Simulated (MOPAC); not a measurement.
MOPAC input (PM6):

```
PM6 PRECISE GNORM=0.05 LET XYZ GEO-OK AUX(PRECISION=9) THREADS=1
ClNbO2

Nb    0.25518200 1    0.01137400 1    0.33114000 1
O     1.66745800 1   -0.74959100 1   -0.27256200 1
O    -0.49293600 1   -1.09630000 1    1.40418300 1
Cl   -1.16815500 1    0.84122400 1   -1.33115900 1
```

Output:

```
 *******************************************************************************
 **                                                                           **
 **                              MOPAC v23.2.5                                **
 **                                                                           **
 *******************************************************************************
 ** MOPAC's Digital Object Identifier: https://doi.org/10.5281/zenodo.6511958 **
 **                                                                           **
 ** Please cite the open-source release paper for use of this MOPAC version:  **
 ** J. E. Moussa and J. J. P. Stewart (2026)                                  **
 ** MOPAC: An open-source semiempirical molecular orbital program             **
 ** J. Open Source Softw., 11(119), 8025, https://doi.org/10.21105/joss.08025 **
 *******************************************************************************

                              PM6 CALCULATION RESULTS

 *******************************************************************************
 *  PM6        - The PM6 Hamiltonian to be used
 *  GEO-OK     - OVERRIDE INTERATOMIC DISTANCE AND OTHER SAFETY CHECKS
 *  LET        - OVERRIDE SOME SAFETY CHECKS
 *  PRECISE    - TIGHTER CRITERIA TO BE USED
 *  XYZ        - CARTESIAN COORDINATE SYSTEM TO BE USED
 *  GNORM      - EXIT WHEN GRADIENT NORM DROPS BELOW 0.050
 *  AUX        - OUTPUT AUXILIARY INFORMATION
 *******************************************************************************
PM6 PRECISE GNORM=0.05 LET XYZ GEO-OK AUX(PRECISION=9) THREADS=1
 ClNbO2

   ATOM   CHEMICAL          X               Y               Z
  NUMBER   SYMBOL      (ANGSTROMS)     (ANGSTROMS)     (ANGSTROMS)

     1      Nb          0.25518200  *   0.01137400  *   0.33114000  *
     2       O          1.66745800  *  -0.74959100  *  -0.27256200  *
     3       O         -0.49293600  *  -1.09630000  *   1.40418300  *
     4      Cl         -1.16815500  *   0.84122400  *  -1.33115900  *

          CARTESIAN COORDINATES

    NO.       ATOM           X           Y           Z

     1        Nb          0.2552      0.0114      0.3311
     2         O          1.6675     -0.7496     -0.2726
     3         O         -0.4929     -1.0963      1.4042
     4        Cl         -1.1682      0.8412     -1.3312

 General Reference for PM6:
 "Optimization of Parameters for Semiempirical Methods V: Modification of NDDO Approximations
 and Application to 70 Elements", J. J. P. Stewart, J. Mol. Mod., 13, 1173-1213 (2007)
 URL: https://link.springer.com/article/10.1007/s00894-007-0233-4

           Empirical Formula: O2 Nb Cl  =     4 atoms

      MOLECULAR POINT GROUP   :   Cs

      RHF CALCULATION, NO. OF DOUBLY OCCUPIED LEVELS = 12

          Geometry optimization using EF

          DIAGONAL MATRIX USED AS START HESSIAN

 CYCLE:     1  GRAD.:    64.287 HEAT: -85.72378
 CYCLE:     2  GRAD.:   223.901 HEAT: -75.88006
 CYCLE:     3  GRAD.:    43.899 HEAT: -92.81175
 CYCLE:     4  GRAD.:   133.109 HEAT: -88.67916
 CYCLE:     5  GRAD.:    26.483 HEAT: -95.52802
 CYCLE:     6  GRAD.:     8.569 HEAT: -95.72420
 CYCLE:     7  GRAD.:     1.954 HEAT: -95.80627
 CYCLE:     8  GRAD.:    15.743 HEAT: -95.75514
 CYCLE:     9  GRAD.:     0.132 HEAT: -95.80763
 CYCLE:    10  GRAD.:     0.086 HEAT: -95.80764
 CYCLE:    11  GRAD.:     0.030 HEAT: -95.80765

     GRADIENT =  0.03031 IS LESS THAN CUTOFF =  0.05000

 -------------------------------------------------------------------------------
 PM6 PRECISE GNORM=0.05 LET XYZ GEO-OK AUX(PRECISION=9) THREADS=1
 ClNbO2

     GEOMETRY OPTIMISED USING EIGENVECTOR FOLLOWING (EF).
     SCF FIELD WAS ACHIEVED

                              PM6 CALCULATION
                                                       MOPAC v23.2.5 Linux

          FINAL HEAT OF FORMATION =        -95.80765 KCAL/MOL =    -400.85919 KJ/MOL

          COSMO AREA              =        146.96 SQUARE ANGSTROMS
          COSMO VOLUME            =        161.63 CUBIC ANGSTROMS

          GRADIENT NORM           =          0.03031          =       0.01515 PER ATOM
          IONIZATION POTENTIAL    =         10.399299 EV
          HOMO LUMO ENERGIES (EV) =        -10.399 -1.456
          NO. OF FILLED LEVELS    =         12
          MOLECULAR WEIGHT        =        160.3582         POINT GROUP:  Cs

          MOLECULAR DIMENSIONS (Angstroms)

            Atom       Atom       Distance
           Cl     4    O     3     3.07990
            O     2    O     3     2.42104
           Nb     1    O     2     0.87325

          SCF CALCULATIONS        =         12

   ATOM   CHEMICAL          X               Y               Z
  NUMBER   SYMBOL      (ANGSTROMS)     (ANGSTROMS)     (ANGSTROMS)

     1      Nb          0.32825767  *   0.13836654  *   0.45158224  *
     2       O          1.50158246  *  -0.76698867  *  -0.43648370  *
     3       O         -0.60785567  *  -1.10553931  *   1.20080704  *
     4      Cl         -1.09781888  *   0.65354112  *  -1.27939005  *

                             CARTESIAN COORDINATES

   1   Nb        0.328257671     0.138366536     0.451582237
   2    O        1.501582458    -0.766988667    -0.436483695
   3    O       -0.607855674    -1.105539310     1.200807042
   4   Cl       -1.097818883     0.653541121    -1.279390055

           Empirical Formula: O2 Nb Cl  =     4 atoms

      MOLECULAR POINT GROUP   :   Cs

                  EIGENVALUES
 -28.11428 -27.45918 -25.47627 -14.60697 -14.18368 -13.57260 -13.28170 -12.62882
 -12.41820 -10.98006 -10.95954 -10.39930  -1.45572  -0.43089   0.35814   0.87877
   1.22269   2.95105   3.28798   5.47480   5.77756  89.00341  89.06939  89.09490
  89.30544  89.30942

              NET ATOMIC CHARGES AND DIPOLE CONTRIBUTIONS

  ATOM NO.   TYPE          CHARGE      No. of ELECS.   s-Pop       p-Pop       d-Pop
    1         Nb           0.733025        4.2670     0.65448     0.52293     3.08957
    2          O          -0.291603        6.2916     1.79258     4.49903
    3          O          -0.291596        6.2916     1.79257     4.49903
    4         Cl          -0.149826        7.1498     1.99265     5.15500     0.00217
 DIPOLE           X         Y         Z       TOTAL
 POINT-CHG.     0.694     2.640     1.440     3.086
 HYBRID         0.637     1.875     1.208     2.320
 SUM            1.331     4.514     2.649     5.400

          ATOMIC ORBITAL ELECTRON POPULATIONS

     Atom    s        px        py        pz      x^2-y^2     xz        z^2       yz        xy
    1 Nb   0.65448   0.19618   0.15179   0.17495   0.64827   0.60526   0.63798   0.58131   0.61674
    2  O   1.79258   1.39929   1.63038   1.46935
    3  O   1.79257   1.48599   1.61454   1.39850
    4 Cl   1.99265   1.71822   1.80414   1.63264   0.00030   0.00068   0.00045   0.00042   0.00031

 **********************
 *                    *
 * JOB ENDED NORMALLY *
 *                    *
 **********************

 == MOPAC DONE ==
```

The geometry given is a B3LYP-D3(BJ)/def2-TZVP minimum.
